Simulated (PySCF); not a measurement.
A structure optimised at B3LYP-D3(BJ)/def2-SVP, used in a PySCF frequency run:

```
Si
F 1 1.6351
O 1 1.6570 2 104.85
H 3 0.9645 1 117.00 2 -26.82
N 1 1.6962 2 114.04 3 120.75
H 5 1.0138 1 122.94 2 -85.16
H 5 1.0147 6 112.65 1 152.48
C 1 1.8897 2 104.60 3 -122.56
F 8 1.3962 1 109.49 2 -160.49
H 8 1.1048 9 108.92 7 154.44
H 8 1.1052 10 107.13 9 -117.34
```
Charge 0, spin multiplicity 1.

Problem. Write its SMILES and formula.

Solution. N[Si@](O)(F)CF, CH₅F₂NOSi

Problem. What are its rotational constants (standard atomic weights)?

Solution. 3.6904, 2.0082, 1.9214 GHz
